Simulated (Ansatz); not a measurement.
`NB1CS1` + H₂O → `OB1CS1` + NH₃ at 700 K and 1 bar (formal hydrolysis of a B–N bond).

Isolated molecules relaxed with PBE0-D4/def2-TZVP in Ansatz; ΔE leaves out vibrations. CCSD(T)/CBS adds triple-zeta CCSD(T) − MP2 to the extrapolated MP2 energy (def2 sets, frozen cores). This one scheme is used for every species. One conformer a species, not always the lowest.

```json
{"species": "`NB1CS1`", "CCSD(T)/CBS energy (Eh)": "-517.77714", "H − E (kJ/mol)": "211.0", "S (J/(mol·K))": "373.4"}
{"species": "H₂O", "CCSD(T)/CBS energy (Eh)": "-76.37941", "H − E (kJ/mol)": "80.5", "S (J/(mol·K))": "218.4"}
{"species": "`OB1CS1`", "CCSD(T)/CBS energy (Eh)": "-537.64757", "H − E (kJ/mol)": "173.8", "S (J/(mol·K))": "361.4"}
{"species": "NH₃", "CCSD(T)/CBS energy (Eh)": "-56.50880", "H − E (kJ/mol)": "116.9", "S (J/(mol·K))": "226.5"}
```

H − E and S are ideal-gas, rigid-rotor, harmonic terms from PBE0-D4/def2-TZVP, for one conformer and one mirror image of each species. 1 Eh = 2625.50 kJ/mol, R = 8.31446 J/(mol·K).

By hand: ΔE, ΔH, ΔS and ΔG.

ΔE = (-537.64757) + (-56.50880) − (-517.77714) − (-76.37941) = 0.00018 Eh = 0.5 kJ/mol. Δ(H − E) = 173.8 + 116.9 − 211.0 − 80.5 = -0.8, so ΔH = -0.3 kJ/mol. ΔS = 361.4 + 226.5 − 373.4 − 218.4 = -3.9 J/(mol·K). ΔG = -0.3 − 700 × (-3.9)/1000 = 2.4 kJ/mol.

By hand: the equilibrium constant, and the temperature at which ΔG would vanish if ΔH and ΔS stayed fixed.

log₁₀ K = −ΔG/(RT ln 10) = -0.2. ΔG = 0 at ΔH/ΔS = 77 K, though so small a ΔH makes that figure unsure.

TΔS isn't small against ΔH here. The sign of ΔG lies within the doubt. A doubt of 5 kJ/mol in ΔE shifts log₁₀ K by 0.4 here. Other conformers and mirror images would add mixing entropy, several J/(mol·K) or more a flexible species. These are equilibria of isolated gas molecules and say nothing of rates. Largest T1 diagnostic: 0.014 (customary marks: 0.02 for closed shells, 0.045 for open ones).
